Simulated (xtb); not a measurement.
C4H9O, SMILES C1CC[OH+]C1, charge +1. All values are semi-empirical tight-binding results from xtb (GFN2-xTB unless named), good for trends rather than for accurate numbers. Geometry: GFN2-xTB. The isomer is the one that the SMILES or the coordinates give; other isomers of the formula were not compared. Other conformers were not sampled.

Optimised geometry:

```xyz
14

C     -0.0049    -1.2842     0.0944
C      1.2394    -0.3774     0.0831
C      0.6858     1.0435    -0.0801
O     -0.7452     0.9034    -0.3662
C     -1.1470    -0.3131     0.3409
H     -0.1292    -1.7935    -0.8620
H      0.0490    -2.0433     0.8698
H      1.9120    -0.6449    -0.7288
H      1.7959    -0.4610     1.0134
H      1.1522     1.6166    -0.8802
H      0.7465     1.6151     0.8484
H     -0.8561     0.7451    -1.3264
H     -2.1181    -0.6394    -0.0286
H     -1.2294    -0.0353     1.3939
```
Charge +1, spin multiplicity 1.

```json
{
  "orbital_gap": "9.10 eV",
  "zero_point_energy": "79.3 kcal/mol",
  "G − E(el) at 298.15 K (modified RRHO)": "61.6 kcal/mol",
  "static polarisability (D4 model)": "49.3 bohr³",
  "solvation energy, GFN2-xTB/ALPB(water)": "-62.0 kcal/mol",
  "solvation energy, GFN2-xTB/ALPB(benzene)": "-45.0 kcal/mol"
}
```

Computed IR lines (harmonic; lines under 4 % of the strongest left out, lines within 3 cm⁻¹ merged):
ν (cm⁻¹): 268 (w), 582 (w), 817 (w), 836 (w), 866 (w), 872 (vs), 930 (w), 990 (m), 1025 (w), 1054 (w), 1164 (w), 1194 (w), 1198 (w), 1217 (m), 1278 (w), 1289 (w), 1438 (w), 1447 (w), 1474 (w), 1494 (w), 3262 (s) (against the strongest line: vs over 80 %, s over 45 %, m over 15 %, w over 4 %, vw less)

Computed atomic charges and the Wiberg bond orders between heavy atoms:
charges (e) C1 -0.08, C2 -0.09, C3 0.03, O4 -0.11, C5 0.03, H6 0.08, H7 0.11, H8 0.09, H9 0.10, H10 0.11, H11 0.12, H12 0.38, H13 0.11, H14 0.12. Bond orders C1–C2 1.00, C2–C3 1.00, C3–O4 0.86, C1–C5 1.01, O4–C5 0.86.
